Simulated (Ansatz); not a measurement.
The cluster La₃, relaxed as a doublet with UKS PBE0-D4/def2-TZVP in Ansatz, starting from the GFN2-xTB geometry. Force threshold 0.02 eV/Å.

In the def2 sets La takes a core potential; there is no spin–orbit coupling. The charge 0 doublet is spin-contaminated (final ⟨S²⟩ up to 2.09, 0.75 for a pure state). The relaxation made no stability test and no search for a lower SCF solution. At PBE0-D4/def2-TZVP a quartet of charge 0 lies 0.12 eV below the doublet, each at its own geometry. That quartet is doubtful there (⟨S²⟩ 4.23, where a pure state has 3.75). The structure comes from a short search, and lower isomers may exist.

Start:

```csv
atom,x (Å),y (Å),z (Å)
La1,1.963,0.278,-0.920
La2,-0.419,-1.807,1.152
La3,-1.544,1.529,-0.233
```

Estimate the energy that the relaxation releases and the steps that it takes.

0.79 eV, in 8 steps; 42 s on 4 threads of Arm Neoverse V2 on a shared host. The force fell under the threshold at step 7, but the optimiser went on. No frequencies were taken in this run, so the end may be a saddle point.

Does the start keep its bonding and symmetry?

By distances, no bond broke or formed. The bond that changes most is La1–La3, from 3.79 to 3.24 Å (atoms count from 1). Point group D3h at the start, C2v at the end, both within 0.05 Å.

Predict the relaxed structure.


```xyz
3

La    1.667    0.237   -0.782
La   -0.344   -1.572    0.995
La   -1.323    1.335   -0.213
```
Bond lengths (bridged metal pairs left out): 3 × La–La 3.24 to 3.30 Å.
